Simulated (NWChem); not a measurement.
System: CH$_{3}$F$_{2}$ISi; SMILES C[Si](F)(F)I

Output (shortened):

```
             Northwest Computational Chemistry Package (NWChem) 7.3.0
             --------------------------------------------------------

 C1  symmetry detected

                             Geometry "geometry" -> ""
                             -------------------------

 Output coordinates in angstroms (scale by  1.889725989 to convert to a.u.)

  No.       Tag          Charge          X              Y              Z
 ---- ---------------- ---------- -------------- -------------- --------------
    1 C                    6.0000    -1.73222838     1.93666734     0.00310764
    2 Si                  14.0000    -0.00943611     1.20108366     0.00037172
    3 F                    9.0000     0.86563644     1.69948339     1.23288640
    4 F                    9.0000     0.86136118     1.69990905    -1.23500832
    5 I                   53.0000     0.02367234    -1.23216560    -0.00006676
    6 H                    1.0000    -2.29109750     1.62603858     0.88174121
    7 H                    1.0000    -2.29413726     1.62634126    -0.87295367
    8 H                    1.0000    -1.68690199     3.02268999    -0.01000166

 Effective nuclear repulsion energy (a.u.)     554.0792301576

                                Z-matrix (autoz)
                                --------

 Units are Angstrom for bonds and degrees for angles

[...]

      ----------------------
      Optimization converged
      ----------------------

  Step       Energy      Delta E   Gmax     Grms     Xrms     Xmax
  ---- ---------------- -------- -------- -------- -------- --------
@    4    -826.34541425 -6.3D-07  0.00011  0.00004  0.00061  0.00177
                                     ok       ok       ok       ok

                                Z-matrix (autoz)
                                --------

 Units are Angstrom for bonds and degrees for angles

      Type          Name      I     J     K     L     M      Value     Gradient
      ----------- --------  ----- ----- ----- ----- ----- ---------- ----------
    1 Stretch                  1     2                       1.84144   -0.00008
    2 Stretch                  1     6                       1.09979    0.00001
    3 Stretch                  1     7                       1.09988    0.00003
    4 Stretch                  1     8                       1.10133    0.00002
    5 Stretch                  2     3                       1.61175   -0.00009
    6 Stretch                  2     4                       1.61176   -0.00010
    7 Stretch                  2     5                       2.42308    0.00011
    8 Bend                     1     2     3               110.64704    0.00004
    9 Bend                     1     2     4               110.58585    0.00002
   10 Bend                     1     2     5               113.12989   -0.00004
   11 Bend                     2     1     6               110.54955   -0.00000
   12 Bend                     2     1     7               110.43113   -0.00005
   13 Bend                     2     1     8               109.65660   -0.00000
   14 Bend                     3     2     4               106.06639   -0.00002
   15 Bend                     3     2     5               108.05331   -0.00001
   16 Bend                     4     2     5               108.06340    0.00000
   17 Bend                     6     1     7               108.60249    0.00001
   18 Bend                     6     1     8               108.81743    0.00003
   19 Bend                     7     1     8               108.73951    0.00001
   20 Torsion                  3     2     1     6         -61.07600   -0.00001
   21 Torsion                  3     2     1     7         178.71253    0.00001
   22 Torsion                  3     2     1     8          58.90361    0.00002
   23 Torsion                  4     2     1     6        -178.29853   -0.00002
   24 Torsion                  4     2     1     7          61.48999   -0.00000
   25 Torsion                  4     2     1     8         -58.31892    0.00001
   26 Torsion                  5     2     1     6          60.32854   -0.00001
   27 Torsion                  5     2     1     7         -59.88294    0.00001
   28 Torsion                  5     2     1     8        -179.69185    0.00002

                         Geometry "geometry" -> "geometry"
                         ---------------------------------

 Output coordinates in angstroms (scale by  1.889725989 to convert to a.u.)

[...]
```

Level: PBE0/def2-SVP with def2 effective core potentials on I. Not confirmed as a minimum by frequencies. def2 effective core potentials on I; no spin-orbit coupling.

Question: Which NWChem input produces such a log?

Answer: This is not unique; one that fits is the input that was run:
```
start job
memory heap 200 mb stack 900 mb global 1100 mb
geometry units angstroms
  C     -2.650603     0.376985     0.523592
  Si    -0.851867     0.899843     0.507088
  F     -0.317225     1.282023     1.956689
  F     -0.622269     2.258776    -0.289068
  I      0.652143    -0.771328    -0.424008
  H     -2.793258    -0.522582     1.116256
  H     -3.010147     0.171898    -0.480497
  H     -3.276331     1.164190     0.936441
end
basis spherical
  * library def2-svp
end
ecp
  I library def2-ecp
end
dft
  xc pbe0
  iterations 150
end
driver
  maxiter 120
end
task dft optimize
```
